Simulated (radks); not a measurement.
Question: The mean radii <r> (bohr) of the occupied orbitals of an atom or ion are listed with their occupations. Calculated with a radial shooting solver on a logarithmic mesh with Libxc functionals: scalar-relativistic Kohn-Sham, PBEsol, spin-polarised, spherical densities, finite nucleus; Fermi nuclear charge, rms radius of each element as measured or else 0.836 A^(1/3) + 0.57 fm.

| orbital | occ. | <r> |
|---|---|---|
| 1s up | 1 | 0.04005 |
| 1s down | 1 | 0.04004 |
| 2s up | 1 | 0.1638 |

Name the element and its charge. Open shells, if any, are filled with parallel spins first.

Answer: Z = 37, rubidium, charge +34: Rb34+ in [He] 2s1. The 1s radius gives Z: for a bare nucleus <r> = (2 gamma + 1)/(2Z) with gamma = sqrt(1 - (Z/c)^2), 0.03954 bohr for Z = 37, and screening makes it slightly larger (0.04005 here). The occupations add up to 3, and the charge is Z minus that.
